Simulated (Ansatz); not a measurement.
Reaction (isomerisation): `ClC1(Cl)C[SiH2]1` → `Cl[C@@H]1[SiH2][C@H]1Cl`

Calculated with Ansatz (gas phase, PBE0-D4/def2-TZVP geometries, no zero-point term in ΔE). CCSD(T)/CBS is the MP2 limit (def2-TZVPP, def2-QZVPP) plus CCSD(T) − MP2 in def2-TZVPP, frozen cores. Functionals use def2-TZVPP. B3LYP here is the variant with VWN-RPA as its local correlation; programs differ in this.

| level | ΔE (kJ/mol) |
| --- | --- |
| r2SCAN-D4 | 3.1 |
| B3LYP-D4 | 0.6 |
| SCS-MP2/def2-QZVPP | 3.1 |
| CCSD/CBS(def2) | 1.7 |

Problem. What does CCSD(T)/CBS give? (Best estimate.)

Solution. Ansatz gave: +3.3 kJ/mol. The listed levels differ from it by -0.2, -2.7, -0.2, -1.6 kJ/mol.

Largest T1 diagnostic among the species: 0.011.

In def2-TZVPP, CCSD(T) changes the Hartree–Fock value by +7.5 kJ/mol (the triples alone add +1.6 kJ/mol) and MP2 by +10.4 kJ/mol.
